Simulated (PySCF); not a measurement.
**Gas-phase XPS of `CNBN`, computed**

CH7BN2.
Numbering: `[CH3:1][NH:2][BH:3][NH2:4]`

Cartesian coordinates in Å at the PBE0-D3(BJ)/def2-SVP level; atoms count from 1:
```
atom  x, y, z in Å
C1    -1.7332    0.1797   -0.1303
N2    -0.3392    0.0518   -0.4513
B3     0.7116   -0.1651    0.4667
N4     2.0657   -0.2743    0.0778
H5    -1.8670    0.0770    0.9558
H6    -2.1500    1.1617   -0.4212
H7    -2.3554   -0.5965   -0.6129
H8    -0.1313    0.1350   -1.4397
H9     0.4372   -0.2621    1.6451
H10    2.8009   -0.4325    0.7495
H11    2.3954   -0.2082   -0.8753
```

Computed with delta-SCF UKS SCAN, pcX-2 on the ionised atom, pcseg-1 elsewhere, spin-free X2C in PySCF. Binding energies are ΔSCF values: E(core-ionised, relaxed orbitals) − E(ground state) at a fixed geometry, referred to the vacuum level.

**Question.** List the computed XPS lines with their assignment.

**Answer.** 
```tsv
atom(s)	environment	level	binding energy (eV)	above the level's lowest (eV)	count
C1	N-methyl carbon	C 1s	291.50	0.00	1
N2	boron-bound nitrogen	N 1s	404.52	0.00	1
B3	three-coordinate boron	B 1s	195.29	0.00	1
N4	boron-bound nitrogen	N 1s	404.63	+0.11	1
```

The 2 N 1s values lie within 0.11 eV of each other; Gaussian lines of 0.5 eV full width would blend them into one maximum.

**Question.** Which photon wavelength matches the B 1s of B3 threshold?

**Answer.** λ = hc/E = 12398.42 eV Å / 195.29 eV = 63.487 Å.

Isolated species at its PBE0-D3(BJ)/def2-SVP geometry (one conformer only).

The run took 20 s on one thread, Arm Neoverse V1, no GPU, shared host.
